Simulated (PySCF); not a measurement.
## SiF(OH) + F₂ → SiOF₂ + HF

Level: PBE0 in the def2-TZVP basis family, all electrons, no relativity, computed in PySCF with density fitting; open shells unrestricted.

| species | state and structure | E (Eh) | ZPE (kJ/mol) | H(298 K) − H(0) (kJ/mol) | S° (J/(mol K)) |
| --- | --- | --- | --- | --- | --- |
| SiF(OH) | singlet, Cs, O–H 0.963 Å, Si–F 1.620 Å, Si–O 1.637 Å; F–Si–O 101.6°, H–O–Si 120.3° | -465.03345 | 42.7 | 12.1 | 266.8 |
| F₂ | singlet, D∞h, F–F 1.376 Å | -199.40856 | 6.6 | 8.7 | 201.9 |
| SiOF₂ | singlet, C2v, Si–F 1.564 Å (×2), Si–O 1.501 Å; F–Si–F 104.7°, F–Si–O 127.6° (×2) | -564.27289 | 25.4 | 13.0 | 277.0 |
| HF | singlet, C∞v, H–F 0.920 Å | -100.39188 | 24.9 | 8.7 | 173.6 |

**Question.** What is the electronic reaction energy?

**Answer.** At PBE0/def2-TZVP, ΔE = -584.9 kJ/mol from the differences of the total energies times 2625.5, downhill. 

**Question.** Add zero-point, thermal and entropy terms for 298.15 K and 1 bar.

**Answer.** ΔZPE = 1.0 and Δ[H(298) − H(0)] = 0.9 kJ/mol give ΔH° = -583.0 kJ/mol. ΔS° = -18.1 J/(mol K), so ΔG° = -583.0 − 298.15 × (-0.0181) = -578 kJ/mol.

Only the bonding shown was studied: isomers, or loss of a ligand pair, can lie lower.
